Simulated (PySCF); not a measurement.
The dipole of `[SiH2]([Si@H]([SiH3])Cl)C` from its density and from atomic charges.

Coordinates (GFN2-xTB, Å) and charges (e) from the PBE0/pcSseg-1 density (PySCF):

| atom | x | y | z | Mulliken | IAO | Hirshfeld | ESP-fitted |
| --- | --- | --- | --- | --- | --- | --- | --- |
| C1 | -2.143 | -0.793 | 0.007 | -0.6239 | -0.7061 | -0.2104 | -0.4389 |
| Si2 | -1.263 | 0.440 | 1.153 | +0.3608 | +0.4795 | +0.2524 | +0.4356 |
| Si3 | 0.736 | 1.072 | 0.135 | +0.1770 | +0.3511 | +0.1924 | +0.0432 |
| Si4 | 2.446 | -0.504 | -0.018 | +0.2222 | +0.2924 | +0.2164 | +0.3597 |
| Cl5 | 1.462 | 2.707 | 1.153 | -0.3293 | -0.3241 | -0.1459 | -0.1985 |
| H6 | -3.049 | -1.176 | 0.464 | +0.1513 | +0.1628 | +0.0475 | +0.1188 |
| H7 | -2.422 | -0.333 | -0.937 | +0.1435 | +0.1563 | +0.0427 | +0.1092 |
| H8 | -1.506 | -1.644 | -0.220 | +0.1418 | +0.1540 | +0.0409 | +0.1077 |
| H9 | -2.204 | 1.532 | 1.445 | -0.0394 | -0.0951 | -0.0704 | -0.1048 |
| H10 | -1.029 | -0.237 | 2.440 | -0.0505 | -0.1053 | -0.0781 | -0.1226 |
| H11 | 0.468 | 1.633 | -1.204 | -0.0073 | -0.0927 | -0.0770 | -0.0223 |
| H12 | 1.931 | -1.829 | 0.344 | -0.0615 | -0.1011 | -0.0759 | -0.1090 |
| H13 | 2.993 | -0.637 | -1.371 | -0.0489 | -0.0900 | -0.0697 | -0.0928 |
| H14 | 3.579 | -0.230 | 0.868 | -0.0357 | -0.0818 | -0.0648 | -0.0852 |

Question: Form Σ q r in debye for every column and set it beside the full dipole.

Answer: The full density gives (-1.05, -1.71, -0.95) D, 2.22 D in size; dipole vectors point from the negative to the positive end.

| scheme | μx | μy | μz | size (D) | share of the full size (%) | angle to the full dipole (°) |
| --- | --- | --- | --- | --- | --- | --- |
| Mulliken | -0.99 | -2.53 | -0.96 | 2.88 | 130 | 11 |
| IAO | -0.88 | -1.85 | -0.74 | 2.18 | 98 | 8 |
| Hirshfeld | -0.52 | -0.84 | -0.34 | 1.04 | 47 | 7 |
| ESP-fitted | -1.07 | -1.80 | -1.00 | 2.33 | 105 | 1 |

Question: Which set comes closest?

Answer: Length of the difference vector: ESP-fitted 0.11 D, IAO 0.31 D, Mulliken 0.82 D, Hirshfeld 1.20 D. Closest: ESP-fitted. ESP charges are fitted to the potential around the molecule, whose slowest-falling term is the dipole's. 

Question: What is left for the Hirshfeld atoms' own dipoles?

Answer: The Hirshfeld atoms' densities add up to the full density, so μ = Σ q r + Σ (atomic dipoles). The atomic dipoles sum to (-1.05, -1.71, -0.95) − (-0.52, -0.84, -0.34) = (-0.53, -0.87, -0.61) D, 1.20 D in size.

Question: With the origin at the mean of the coordinates, (0.000, 0.000, 0.304) Å, which are the largest single terms, by size, of the IAO dipole along the direction of the full one?

Answer: C1 -5.94, Cl5 +4.89, Si3 -1.86, H6 +1.78, H8 +1.63 D; all 14 atoms together +2.15 D. The single terms depend on the origin, their sum doesn't.

Question: Give the size of the full dipole in other units.

Answer: 2.22 D = 0.875 au = 0.463 e·Å = 7.42 × 10⁻³⁰ C·m.

One conformer (not necessarily the lowest) at the GFN2-xTB geometry, without solvent, vibrations or thermal averaging. GFN2-xTB frequencies show an imaginary mode (40i cm⁻¹), so this geometry is no minimum at that level.

Shape of the structure used: `[CH3:1][SiH2:2][Si@H:3]([SiH3:4])[Cl:5]`: C1–Si2–Si3–Si4 -70°.
